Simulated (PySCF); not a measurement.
Species: C3H3Cl2FSi.
Numbering: `[F:1][C@@H:2]1[CH:3]=[C:4]1[SiH:5]([Cl:6])[Cl:7]` (hydrogens: H8 on C2; H9 on C3; H10 on Si5)

The same species was optimised twice, with GFN2-xTB and with PBE0-D3(BJ)/def2-SVP (PySCF), and the same property calculations (PySCF, gas phase) were run on both structures.

```json
{"coordinate": "Si5–Cl6 (Å)", "GFN2-xTB": "2.011", "PBE0-D3(BJ)/def2-SVP": "2.054", "change": "+0.043"}
{"coordinate": "Si5–Cl7 (Å)", "GFN2-xTB": "2.015", "PBE0-D3(BJ)/def2-SVP": "2.056", "change": "+0.041"}
{"coordinate": "C4–Si5 (Å)", "GFN2-xTB": "1.863", "PBE0-D3(BJ)/def2-SVP": "1.835", "change": "-0.028"}
{"coordinate": "F1–C2 (Å)", "GFN2-xTB": "1.382", "PBE0-D3(BJ)/def2-SVP": "1.368", "change": "-0.014"}
{"coordinate": "C2–C3 (Å)", "GFN2-xTB": "1.470", "PBE0-D3(BJ)/def2-SVP": "1.456", "change": "-0.014"}
{"coordinate": "C2–C4 (Å)", "GFN2-xTB": "1.495", "PBE0-D3(BJ)/def2-SVP": "1.485", "change": "-0.010"}
{"coordinate": "C3=C4 (Å)", "GFN2-xTB": "1.316", "PBE0-D3(BJ)/def2-SVP": "1.316", "change": "0.000"}
{"coordinate": "C2–C4–Si5 (°)", "GFN2-xTB": "144.0", "PBE0-D3(BJ)/def2-SVP": "147.7", "change": "+3.7"}
{"coordinate": "C3–C4–Si5 (°)", "GFN2-xTB": "153.0", "PBE0-D3(BJ)/def2-SVP": "149.9", "change": "-3.1"}
{"coordinate": "F1–C2–C3 (°)", "GFN2-xTB": "118.4", "PBE0-D3(BJ)/def2-SVP": "119.1", "change": "+0.7"}
{"coordinate": "F1–C2–C4 (°)", "GFN2-xTB": "117.8", "PBE0-D3(BJ)/def2-SVP": "118.5", "change": "+0.7"}
{"coordinate": "C3–C2–C4 (°)", "GFN2-xTB": "52.7", "PBE0-D3(BJ)/def2-SVP": "53.2", "change": "+0.5"}
{"coordinate": "C2–C4–C3 (°)", "GFN2-xTB": "62.7", "PBE0-D3(BJ)/def2-SVP": "62.3", "change": "-0.4"}
{"coordinate": "C4–Si5–Cl7 (°)", "GFN2-xTB": "107.3", "PBE0-D3(BJ)/def2-SVP": "107.6", "change": "+0.3"}
{"coordinate": "Cl6–Si5–Cl7 (°)", "GFN2-xTB": "110.3", "PBE0-D3(BJ)/def2-SVP": "110.0", "change": "-0.3"}
{"coordinate": "C3–C4–Si5–Cl6 (°)", "GFN2-xTB": "-4", "PBE0-D3(BJ)/def2-SVP": "1", "change": "+5"}
```

Rotational constants: A = 2052, B = 876.3, C = 687.6 MHz (GFN2-xTB) against A = 2012, B = 879.2, C = 675.0 MHz (PBE0-D3(BJ)/def2-SVP). Point groups within 0.08 Å: C1 and C1.

On the GFN2-xTB structure: HOMO (eV) -8.32 [PBE0/pcSseg-1]; LUMO (eV) -1.46 [PBE0/pcSseg-1]; dipole (D) 1.05 [PBE0/pcSseg-1]; GIAO shielding of F1 (ppm) 339.4 [PBE0/pcSseg-1]; GIAO shielding of C2 (ppm) 117.4 [PBE0/pcSseg-1]; GIAO shielding of C3 (ppm) 38.9 [PBE0/pcSseg-1]; GIAO shielding of C4 (ppm) 46.2 [PBE0/pcSseg-1]; GIAO shielding of Si5 (ppm) 356.2 [PBE0/pcSseg-1]; GIAO shielding of Cl6 (ppm) 896.5 [PBE0/pcSseg-1]; GIAO shielding of Cl7 (ppm) 894.1 [PBE0/pcSseg-1].

Problem. What do these properties become on the PBE0-D3(BJ)/def2-SVP structure?

Solution. 
```csv
property,level,on GFN2-xTB,on PBE0-D3(BJ)/def2-SVP,change
HOMO (eV),PBE0/pcSseg-1,-8.32,-8.55,-0.23
LUMO (eV),PBE0/pcSseg-1,-1.46,-1.63,-0.17
dipole (D),PBE0/pcSseg-1,1.05,1.18,+0.13
"energy, GFN2-xTB geometry as zero (kcal/mol)",PBE0/pcSseg-1,0.0,-1.6,-1.6
GIAO shielding of F1 (ppm),PBE0/pcSseg-1,339.4,340.5,+1.1
GIAO shielding of C2 (ppm),PBE0/pcSseg-1,117.4,116.9,-0.5
GIAO shielding of C3 (ppm),PBE0/pcSseg-1,38.9,33.4,-5.5
GIAO shielding of C4 (ppm),PBE0/pcSseg-1,46.2,46.2,0.0
GIAO shielding of Si5 (ppm),PBE0/pcSseg-1,356.2,348.7,-7.5
GIAO shielding of Cl6 (ppm),PBE0/pcSseg-1,896.5,885.2,-11.3
GIAO shielding of Cl7 (ppm),PBE0/pcSseg-1,894.1,880.4,-13.7
```

The heavy atoms differ by 0.101 Å rms after alignment. Among bonds between heavy atoms Si5–Cl6 changes most (+0.043 Å). Changes are differences of the printed values. Neither structure is proved a minimum here.

The values belong to the conformer `[F:1][C@@H:2]1[CH:3]=[C:4]1[SiH:5]([Cl:6])[Cl:7]`: C3–C4–Si5–Cl6 1°.
